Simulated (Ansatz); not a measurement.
Ansatz (a first-principles code) input file for Cd(OH)(NH2) (CdH₃NO), SMILES [NH2][Cd][OH], PBE0-D3(BJ)/def2-TZVP. 

Ansatz 0.2 input:
```yaml
crystal:
  periodic: [false, false, false]
  atoms:
    - {symbol: Cd, position_ang: [0.00845790, 0.25285211, -0.03763998]}
    - {symbol: O, position_ang: [1.23614527, -0.83785132, -1.07738170]}
    - {symbol: H, position_ang: [1.90577548, -0.38366798, -1.59496373]}
    - {symbol: N, position_ang: [-1.23482135, -0.50790640, 1.36918930]}
    - {symbol: H, position_ang: [-1.41734274, -1.45315091, 1.02344210]}
    - {symbol: H, position_ang: [-2.13982482, -0.04192692, 1.41296924]}
basis:
  gaussian:
    orbitals: def2-TZVP
hamiltonian:
  xc: pbe0
  dispersion: d3bj
relax: {f_tol: 0.002, max_steps: 200}
```

Output:

```
WARN ansatz: RAYON_NUM_THREADS=1 ignored (pool sized by the plan → 1); use --threads N
Functional definition: PBE0
integrals: 0.04 GiB planned
858 factors; their error is unknown
mean field: 0.37 GiB planned
mean field evaluation 1: about -8133.0036 eV, gradient 8.8e1 eV
mean field evaluation 2: about -8050.6094 eV, gradient 1.9e2 eV
mean field evaluation 4: about -8146.9471 eV, gradient 1.8e1 eV
mean field evaluation 8: about -8147.5274 eV, gradient 2.2e-1 eV
mean field evaluation 16: about -8147.6063 eV, gradient 4.8e-4 eV
mean field -8147.60627144 eV, -299.4190078295 hartree, gradient 7.0e-5 eV, S^2 0.000000; 0 other end points of the search recorded, 0 dependent functions left out
the calculation of the forces begins
reference -8147.60630061 eV, -299.4190089015 hartree; 19, 19 occupied and 101, 101 virtual orbitals, 858 factors
relax step   1: F+E_penalty+E_count = -8147.67970750 eV  Δ(F+E_penalty+E_count) = +0.000e0 eV  max|allowed force component| = 1.108e0 eV/Å  Δτ_max = 0.0000 Å  (28 SCF iters, accepted)
these checks for a lower state are left out or cut short: starts, cluster_reference, orbital_swaps, neighbouring_geometries, increment
integrals: 0.04 GiB planned
858 factors; their error is unknown
mean field: 0.36 GiB planned
mean field -8147.95293458 eV, -299.4317474649 hartree, gradient 2.0e-5 eV, S^2 0.000000; 0 other end points of the search recorded, 0 dependent functions left out
the calculation of the forces begins
reference -8147.95296399 eV, -299.4317485457 hartree; 19, 19 occupied and 101, 101 virtual orbitals, 858 factors
relax step   2: F+E_penalty+E_count = -8148.02453536 eV  Δ(F+E_penalty+E_count) = -3.448e-1 eV  max|allowed force component| = 9.420e-1 eV/Å  Δτ_max = 0.1978 Å  (37 SCF iters, accepted)
these checks for a lower state are left out or cut short: starts, cluster_reference, orbital_swaps, neighbouring_geometries, increment
integrals: 0.04 GiB planned
858 factors; their error is unknown
mean field: 0.36 GiB planned
mean field evaluation 32: about -8148.1381 eV, gradient 7.0e-6 eV
mean field -8148.13810050 eV, -299.4385521871 hartree, gradient 7.1e-6 eV, S^2 0.000000; 0 other end points of the search recorded, 0 dependent functions left out
the calculation of the forces begins
reference -8148.13812992 eV, -299.4385532682 hartree; 19, 19 occupied and 101, 101 virtual orbitals, 858 factors
relax step   3: F+E_penalty+E_count = -8148.20906410 eV  Δ(F+E_penalty+E_count) = -1.845e-1 eV  max|allowed force component| = 6.397e-1 eV/Å  Δτ_max = 0.1949 Å  (31 SCF iters, accepted)
these checks for a lower state are left out or cut short: starts, cluster_reference, orbital_swaps, neighbouring_geometries, increment
integrals: 0.04 GiB planned
858 factors; their error is unknown
mean field: 0.36 GiB planned
mean field -8148.30458229 eV, -299.4446702798 hartree, gradient 2.1e-5 eV, S^2 0.000000; 0 other end points of the search recorded, 0 dependent functions left out
the calculation of the forces begins
reference -8148.30461174 eV, -299.4446713622 hartree; 19, 19 occupied and 101, 101 virtual orbitals, 858 factors
relax step   4: F+E_penalty+E_count = -8148.37550448 eV  Δ(F+E_penalty+E_count) = -1.664e-1 eV  max|allowed force component| = 5.671e-1 eV/Å  Δτ_max = 0.1999 Å  (36 SCF iters, accepted)
these checks for a lower state are left out or cut short: starts, cluster_reference, orbital_swaps, neighbouring_geometries, increment
integrals: 0.04 GiB planned
858 factors; their error is unknown
mean field: 0.36 GiB planned
mean field -8148.37663563 eV, -299.4473181915 hartree, gradient 1.6e-5 eV, S^2 0.000000; 0 other end points of the search recorded, 0 dependent functions left out
the calculation of the forces begins
reference -8148.37666527 eV, -299.4473192804 hartree; 19, 19 occupied and 101, 101 virtual orbitals, 858 factors
relax step   5: F+E_penalty+E_count = -8148.44749341 eV  Δ(F+E_penalty+E_count) = -7.199e-2 eV  max|allowed force component| = 1.823e-1 eV/Å  Δτ_max = 0.2000 Å  (36 SCF iters, accepted)
these checks for a lower state are left out or cut short: starts, cluster_reference, orbital_swaps, neighbouring_geometries, increment
integrals: 0.04 GiB planned
858 factors; their error is unknown
mean field: 0.36 GiB planned
mean field -8148.39559865 eV, -299.4480150696 hartree, gradient 2.3e-5 eV, S^2 0.000000; 0 other end points of the search recorded, 0 dependent functions left out
the calculation of the forces begins
reference -8148.39562835 eV, -299.4480161611 hartree; 19, 19 occupied and 101, 101 virtual orbitals, 858 factors
relax step   6: F+E_penalty+E_count = -8148.46656905 eV  Δ(F+E_penalty+E_count) = -1.908e-2 eV  max|allowed force component| = 1.278e-1 eV/Å  Δτ_max = 0.2000 Å  (35 SCF iters, accepted)
these checks for a lower state are left out or cut short: starts, cluster_reference, orbital_swaps, neighbouring_geometries, increment
integrals: 0.04 GiB planned
858 factors; their error is unknown
mean field: 0.37 GiB planned
mean field evaluation 64: about -8148.4000 eV, gradient 1.3e-5 eV
mean field -8148.39995818 eV, -299.4481752792 hartree, gradient 1.3e-5 eV, S^2 0.000000; 0 other end points of the search recorded, 0 dependent functions left out
the calculation of the forces begins
reference -8148.39998789 eV, -299.4481763711 hartree; 19, 19 occupied and 101, 101 virtual orbitals, 858 factors
relax step   7: F+E_penalty+E_count = -8148.47095875 eV  Δ(F+E_penalty+E_count) = -4.390e-3 eV  max|allowed force component| = 2.966e-2 eV/Å  Δτ_max = 0.1159 Å  (31 SCF iters, accepted)
these checks for a lower state are left out or cut short: starts, cluster_reference, orbital_swaps, neighbouring_geometries, increment
integrals: 0.04 GiB planned
858 factors; their error is unknown
mean field: 0.37 GiB planned
mean field -8148.40005972 eV, -299.4481790106 hartree, gradient 1.8e-5 eV, S^2 0.000000; 0 other end points of the search recorded, 0 dependent functions left out
the calculation of the forces begins
reference -8148.40008944 eV, -299.4481801029 hartree; 19, 19 occupied and 101, 101 virtual orbitals, 858 factors
relax step   8: F+E_penalty+E_count = -8148.47106044 eV  Δ(F+E_penalty+E_count) = -1.017e-4 eV  max|allowed force component| = 1.220e-2 eV/Å  Δτ_max = 0.0046 Å  (32 SCF iters, accepted)
these checks for a lower state are left out or cut short: starts, cluster_reference, orbital_swaps, neighbouring_geometries, increment
integrals: 0.04 GiB planned
858 factors; their error is unknown
mean field: 0.37 GiB planned
mean field -8148.40006506 eV, -299.4481792071 hartree, gradient 1.8e-5 eV, S^2 0.000000; 0 other end points of the search recorded, 0 dependent functions left out
the calculation of the forces begins
reference -8148.40009479 eV, -299.4481802995 hartree; 19, 19 occupied and 101, 101 virtual orbitals, 858 factors
relax step   9: F+E_penalty+E_count = -8148.47106932 eV  Δ(F+E_penalty+E_count) = -8.882e-6 eV  max|allowed force component| = 3.842e-3 eV/Å  Δτ_max = 0.0032 Å  (32 SCF iters, accepted)
these checks for a lower state are left out or cut short: starts, cluster_reference, orbital_swaps, neighbouring_geometries, increment
integrals: 0.04 GiB planned
858 factors; their error is unknown
mean field: 0.37 GiB planned
mean field -8148.40006611 eV, -299.4481792456 hartree, gradient 1.8e-5 eV, S^2 0.000000; 0 other end points of the search recorded, 0 dependent functions left out
the calculation of the forces begins
reference -8148.40009583 eV, -299.4481803379 hartree; 19, 19 occupied and 101, 101 virtual orbitals, 858 factors
relax step  10: F+E_penalty+E_count = -8148.47107003 eV  Δ(F+E_penalty+E_count) = -7.074e-7 eV  max|allowed force component| = 1.116e-3 eV/Å  Δτ_max = 0.0017 Å  (32 SCF iters, accepted)
integrals: 0.04 GiB planned
858 factors; their error is unknown
mean field: 0.37 GiB planned
mean field evaluation 96: about -8147.5015 eV, gradient 2.1e1 eV
mean field -8148.40006611 eV, -299.4481792456 hartree, gradient 1.8e-5 eV, S^2 0.000000; 1 other end points of the search recorded, 0 dependent functions left out
the calculation of the forces begins
reference -8148.40009583 eV, -299.4481803379 hartree; 19, 19 occupied and 101, 101 virtual orbitals, 858 factors
Total energy: -8148.47109976 eV, -299.4507896839 hartree
Atom 0 at    -0.008991    -0.505777    -0.133941 Å, force     0.000256    -0.000222    -0.000203 eV/Å
Atom 1 at     1.293451    -0.531116    -1.603860 Å, force    -0.000168     0.000044    -0.000103 eV/Å
Atom 2 at     2.151898    -0.187503    -1.347222 Å, force     0.000112     0.000013     0.000134 eV/Å
Atom 3 at    -1.305354    -0.462750     1.390460 Å, force    -0.001116     0.000138     0.000048 eV/Å
Atom 4 at    -1.654110    -1.388094     1.613677 Å, force     0.000478    -0.000027    -0.000021 eV/Å
Atom 5 at    -2.118504     0.103589     1.176500 Å, force     0.000438     0.000054     0.000145 eV/Å
Dipole moment:    -0.138028     0.015133     0.196960 e Å
```

The run converged.
